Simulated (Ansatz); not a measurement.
C₆H₁₃Cl (`CCCCC(C)Cl`), relaxed with RKS PBE0-D4/def2-TZVP in Ansatz from a PBE-D4/def2-SVP geometry. The force threshold is 0.005 eV/Å; the program also tests the step.

Total charge 0; spin multiplicity 1.

Start:

```xyz
20

C    -2.529   -0.962   -0.468
C    -1.806   -0.793    0.871
C    -0.275   -0.797    0.781
C     0.316    0.381    0.003
C     1.841    0.418   -0.052
C     2.395    1.545   -0.910
Cl    2.524    0.583    1.642
H    -2.221   -1.901   -0.975
H    -2.317   -0.126   -1.166
H    -3.628   -1.002   -0.333
H    -2.121   -1.607    1.559
H    -2.138    0.153    1.357
H     0.066   -1.750    0.314
H     0.156   -0.786    1.804
H    -0.046    1.342    0.433
H    -0.039    0.361   -1.052
H     2.228   -0.561   -0.404
H     2.046    2.529   -0.537
H     2.047    1.428   -1.958
H     3.501    1.545   -0.907
```

(1) How much energy does the relaxation release, and in how many steps? (Estimate.)

(2) Which bonds change most? (Estimate.)

(3) Give the relaxed structure. (Best estimate.)

## Answers

(1) Ansatz gave: 0.08 eV, in 7 steps.

(2) Computed: C5–Cl7 from 1.833 to 1.806 Å; C5–H17 from 1.110 to 1.092 Å; C1–H9 from 1.110 to 1.093 Å; C2–H12 from 1.113 to 1.096 Å.

(3) Computed: 
```xyz
20

C    -2.488   -0.936   -0.477
C    -1.790   -0.789    0.866
C    -0.269   -0.797    0.785
C     0.310    0.381    0.023
C     1.823    0.413   -0.038
C     2.358    1.519   -0.917
Cl    2.509    0.608    1.621
H    -2.166   -1.849   -0.988
H    -2.279   -0.094   -1.142
H    -3.572   -0.991   -0.355
H    -2.108   -1.603    1.525
H    -2.118    0.138    1.351
H     0.064   -1.730    0.313
H     0.146   -0.799    1.797
H    -0.044    1.323    0.458
H    -0.042    0.366   -1.016
H     2.203   -0.555   -0.373
H     2.013    2.493   -0.563
H     1.999    1.378   -1.941
H     3.448    1.523   -0.930
```
